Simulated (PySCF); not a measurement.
# Zr²⁺: excitation energy

Zr²⁺ [Kr] 4d2 (3F) → Zr²⁺ [Kr] 4d1 5p1 (high-spin determinant), as a difference of total energies. Calculation: PySCF 2.14, in x2c-TZVPPall with one added diffuse shell each of s, p, d, f type (9s7p7d3f1g, 95 functions); scalar relativity by spin-free X2C-1e. Correlated levels: valence: [Kr] frozen; valence and next inner shell: [Ar] 3d10 frozen. The calculations carry no spin-orbit coupling.

```tsv
method	excitation energy (eV)
UHF	6.736
LDA	6.606
PBE	6.656
PBE0	6.816
r2SCAN	6.925
BHandHLYP	6.849
CAM-B3LYP	6.811
wB97X	7.034
r2SCAN0	6.996
MP2 (valence)	6.752
SCS-MP2 (valence)	6.741
MP2 (valence and next inner shell)	6.734
SCS-MP2 (valence and next inner shell)	6.761
```

A first-order spin-orbit estimate (lowest level to lowest level, LS coupling) adds -0.049 eV.

The determinant of the upper state mixes LS terms, which raises its energy above the lowest term, most at the Hartree-Fock and MP2 levels.
